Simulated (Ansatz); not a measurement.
CH$_{3}$Al$_{2}$FO$_{2}$, relaxed with RKS PBE-D4/def2-SVP in Ansatz from a rough embedded geometry. The force threshold is 0.03 eV/Å; the program also tests the step.

Charge 0, multiplicity 1. The bonds changed during the relaxation, so this is another structure than the one it started from.

Start:

```xyz
9

F     2.753   -0.173   -2.051
Al    1.022   -0.204   -1.811
O    -0.645    0.537   -1.987
C    -0.384    0.567   -0.662
O    -1.158   -0.450    0.011
Al   -0.570   -0.585    1.756
H    -0.378    1.554   -0.224
H     0.553   -1.598    2.129
H    -1.194    0.351    2.838
```

| step | energy (eV) | largest force (eV/Å) | largest move (Å) |
| --- | --- | --- | --- |
| 1 | -21065.3398 | 3.110 | 0.000 |
| 2 | -21065.9549 | 1.542 | 0.195 |
| 3 | -21066.3629 | 1.074 | 0.195 |
| 4 | -21066.5286 | 0.386 | 0.200 |
| 5 | -21066.5928 | 0.315 | 0.200 |
| 6 | -21066.6797 | 0.636 | 0.197 |
| 7 | -21066.7698 | 0.875 | 0.198 |
| 8 | -21066.9129 | 0.396 | 0.195 |
| 9 | -21067.1244 | 0.483 | 0.191 |
| 10 | -21067.3642 | 0.449 | 0.194 |
| 11 | -21067.5211 | 0.490 | 0.191 |
| 12 | -21067.5529 | 1.006 | 0.183 |
| 13 | -21067.5993 | 0.533 | 0.076 |
| 14 | -21067.6313 | 0.403 | 0.071 |
| 15 | -21067.6415 | 0.463 | 0.097 |
| 16 | -21067.6628 | 0.371 | 0.052 |
| 17 (rejected) | -21067.6376 | 0.712 | 0.200 |
| 18 | -21067.6859 | 0.134 | 0.097 |
| 19 | -21067.6872 | 0.081 | 0.027 |
| 20 | -21067.6880 | 0.029 | 0.013 |

End:

```xyz
9

F     2.691   -0.431   -1.134
Al    1.081   -0.348   -0.708
O    -0.346   -0.078   -1.711
C    -0.763    0.660   -0.600
O    -1.736    0.071    0.188
Al   -0.363   -0.120    1.320
H    -0.907    1.745   -0.796
H     0.597   -1.453    0.552
H    -0.255   -0.045    2.889
```

It took 27 s on 4 threads of a server CPU on a shared host, with 0.16 GiB of host memory at the peak.
